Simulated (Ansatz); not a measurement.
Consider the redistribution: `[SiH3][CH2][SnH2][Cl]` + `C[Se][AlH][F]` → `C[Se][SnH2][Cl]` + `[F][AlH][CH2][SiH3]`.

Computed with Ansatz on PBE0-D4/def2-TZVP structures; ΔE is electronic, products minus reactants. CBS: MP2 limit from def2 TZ/QZ plus the TZ coupled-cluster correction, frozen cores. Elements past krypton have def2 core potentials. For Se, Sn outer-core shells are correlated without core-valence functions, which leaves a few kJ/mol of doubt a bond. Scalar relativity is left out up to krypton. One conformer a species, not always the lowest.

| species | CCSD/def2-TZVPP energy (Eh) |
| --- | --- |
| `[SiH3][CH2][SnH2][Cl]` | -1004.68181 |
| `C[Se][AlH][F]` | -2782.38689 |
| `C[Se][SnH2][Cl]` | -3114.56845 |
| `[F][AlH][CH2][SiH3]` | -672.49197 |

Problem. Work out ΔE.

Solution. ΔE = (-3114.56845) + (-672.49197) − (-1004.68181) − (-2782.38689) = 0.00828 Eh = +21.7 kJ/mol. CCSD(T)/CBS gives +17.6 kJ/mol.

Largest T1 diagnostic among the species: 0.012.

In def2-TZVPP, CCSD(T) changes the Hartree–Fock value by +7.6 kJ/mol (the triples alone add +0.6 kJ/mol) and MP2 by +7.4 kJ/mol.
